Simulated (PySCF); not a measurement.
Isomers C4H2F4O:

A. `InChI=1S/C4H2F4O/c5-3(9)1-2-4(6,7)8/h1-2H/b2-1-`
B. SMILES C1(OC(F)(F)F)(F)C=C1
C. `InChI=1S/C4H2F4O/c1-2(3(5)9)4(6,7)8/h1H2`
D. `O=C[C@@H](F)C(F)=C(F)F`

Spectrum 1. ¹H NMR (400 MHz, computed): δ 6.85 (m, 1H), 6.42 (m, 1H). ¹³C{¹H} NMR (computed): δ 159.8 (C), 153.3 (CH), 133.0 (CH), 129.6 (C).

Spectrum 2. ¹H NMR (400 MHz, computed): δ 10.29 (ddd, J = 8.0, 4.5, 1.8 Hz, 1H), 5.64 (ddd, J = 53.5, 19.6, 5.0 Hz, 1H). ¹³C{¹H} NMR (computed): δ 205.9 (CH, dd, J = 43.8, 5.2 Hz), 169.4 (C, m), 138.9 (C, m), 96.6 (CH, ddt, J = 242.0, 23.4, 3.7 Hz).

Spectrum 3. ¹H NMR (400 MHz, computed): δ 7.94 (m, 2H). ¹³C{¹H} NMR (computed): δ 134.4 (CH), 131.8 (C), 93.5 (C).

Spectrum 4. ¹H NMR (400 MHz, computed): δ 7.27 (qdd, J = 2.1, 1.6, 1.5 Hz, 1H), 7.24 (d, J = 1.6 Hz, 1H). ¹³C{¹H} NMR (computed): δ 158.6 (C, d, J = 407.4 Hz), 147.2 (CH2, quint, J = 3.3 Hz), 136.7 (C, dq, J = 63.7, 33.0 Hz), 129.8 (C, qd, J = 342.5, 8.6 Hz).

PySCF 2.14.0 with density-fitted response routines calculation with shieldings: GIAO PBE0/pcSseg-1, B3LYP/pcJ-1 coupling constants (spin–dipole term left out of most H,H and C,H couplings) and structure optimised with GFN2-xTB; non-relativistic Hamiltonian, one averaged value for each set of equivalent atoms, one conformer, in vacuum.

Shifts are taken against calculated references (same method and geometry level): ¹H (σref 31.72), ¹³C (σref 186.93) against TMS. Multiplet labels drop J under 1 Hz and among equivalent protons, and merge close values. Unscaled 3J(H,H) run several per cent high. Splittings of carbon signals by F and P are missing where no couplings were computed. Where no couplings were computed, multiplicities follow the n + 1 count of equivalent neighbours, and m marks all less simple cases (inequivalent or close neighbours, rings, F or P nearby). Vicinal couplings that depend on rotamer populations or ring flexing (ring, CH–CH, X–H and H–F types) are those of the one conformer. One-bond C–F couplings are unscaled and too large by tens of Hz. Shifts are as computed. Against solution values, carbons near 30 ppm lie about +3 ppm off and those near 130 ppm about +5 ppm. Of 1211 compounds with measured shifts, 218 miss one by over three times the rms of a fit or turn the order of signals round; such compounds aren't used in these exercises.

Question: Which spectrum belongs to which compound?

Answer: 1–A, 2–D, 3–B, 4–C.

- Spectrum 1 (A): 4 ¹³C signals; δC 153.3 is a β carbon of a C=C–C=O unit; δC 133.0 is an α carbon of a C=C–C=O unit.
- Spectrum 2 (D): 4 ¹³C signals; δC 205.9 is an aldehyde carbonyl carbon; δC 138.9 is a fully substituted alkene carbon.
- Spectrum 3 (B): 3 ¹³C signals; δC 134.4 is an alkene CH; δC 131.8 is a CF3 carbon.
- Spectrum 4 (C): 4 ¹³C signals; δC 147.2 is a β carbon of a C=C–C=O unit; δC 136.7 is an α carbon of a C=C–C=O unit.
